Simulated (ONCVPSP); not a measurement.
**Before and after: ONCV potential for Al**

```
Element                 : Al (Z = 13)
Generator               : ONCVPSP 4.0.1
Type                    : optimised norm-conserving Vanderbilt (ONCV)
Functional              : PBE
Relativity              : fully relativistic
Frozen core             : [Ne]
Valence charge          : 3
Reference configuration : 3s2 3p1
Partial waves           : 3s: rc 2.25 bohr, ncon 3, nbas 6, qcut 3.4 1/bohr, 2 projectors, debl 1.8 Ha; 3p: rc 2.00 bohr, ncon 4, nbas 7, qcut 4.4 1/bohr, 3 projectors, debl 1.2 Ha; d scattering state at 0.16 Ha: rc 1.85 bohr, ncon 4, nbas 7, qcut 5.1 1/bohr, 2 projectors, debl 2.5 Ha
Local potential         : polynomial inside 1.20 bohr (lpopt 3, dvloc0 -1 Ha)
Core correction         : none
```

Open shells are filled in proportion to 2j + 1.

Change: s: qcut 4.1.

Cutoffs: the cutoffs (Ha) at which the residual kinetic energy of the hardest occupied pseudo-wave falls to 1 and 0.1 mHa per electron; they do not see the model core or the augmentation charge, which bear on the density cutoff. Errors are all-electron minus pseudo energies relative to the spin-unpolarised reference configuration.

Q: How do hardness, ghosts and transferability respond?

A: The potential gets neither clearly harder nor softer (4.6 Ha and 7.3 Ha → 5.3 Ha and 6.8 Ha); both files keep a bound ghost (p); of the 4 tests that both files solve, the error grows in 2 and shrinks in 0 by more than 15 % and 0.3 meV (median size 7.6 → 9.6 meV).

```csv
quantity,base,changed
"cutoff, loose",4.6 Ha,5.3 Ha
"cutoff, tight",7.3 Ha,6.8 Ha
loose cutoff by channel,"s 4.6 Ha, p 2.1 Ha","s 5.3 Ha, p 2.1 Ha"
bound ghosts,"p3/2, p1/2","p3/2, p1/2"
GHOST(+) flags under 300 eV,s at 90.5 eV,s at 95.4 eV
"error for 3s2 3p0, meV [ΔE 5.76 eV]",-3.0,-3.7
"error for 3s1 3p0, meV [ΔE 24.99 eV]",+12,+15
"error for 3s2 3p0.5, meV [ΔE 2.09 eV]",-0.5,-0.6
"error for 3s0 3p3, meV [ΔE 10.45 eV]",+22,+24
s: phases at 2.28 bohr within 0.05 rad from the reference energy up to (Ha; the scan ends near 5),2.3,2.4
p3/2: phases at 2.03 bohr within 0.05 rad from the reference energy up to (Ha; the scan ends near 5),4.0,4.0
p1/2: phases at 2.03 bohr within 0.05 rad from the reference energy up to (Ha; the scan ends near 5),4.0,4.0
d5/2: phases at 1.88 bohr within 0.05 rad from the reference energy up to (Ha; the scan ends near 5),to the end of the scan,to the end of the scan
d3/2: phases at 1.88 bohr within 0.05 rad from the reference energy up to (Ha; the scan ends near 5),to the end of the scan,to the end of the scan
```

Base: The cutoffs count occupied waves only; projector 3 of the p channel, the hardest unoccupied one, needs 58 Ha at the loose tolerance. Changed file: The cutoffs count occupied waves only; projector 3 of the p channel, the hardest unoccupied one, needs 58 Ha at the loose tolerance. A true bound ghost makes a file unfit for plane-wave use even where its test errors are small: the radial tests pick states by their node count and pass the ghost by.
